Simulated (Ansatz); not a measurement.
Scan of H3B, singlet: umbrella (inversion) coordinate, bond length relaxed. Scanned: angle between the B-H bonds and the threefold axis (90 = planar). Other coordinates (B-H bond length) were minimised at B3LYP/def2-TZVP.

The free coordinates were minimised at B3LYP/def2-TZVP in PySCF; the energy column is CCSD(T) on RHF/aug-cc-pVQZ, frozen core run with Ansatz (an electronic-structure program), in kcal/mol.

```csv
a / °,B-H bond length / Å,E
90,1.190,0.0
93.90,1.190,0.9
96.90,1.190,2.8
99.90,1.191,5.7
102.90,1.192,9.7
105.90,1.194,14.7
108.90,1.196,20.8
111.90,1.198,28.0
114.90,1.200,36.3
117.90,1.203,45.7
120.90,1.206,56.2
123.90,1.209,67.9
126.90,1.213,80.7
129.90,1.217,94.8
132,1.219,105.5
```
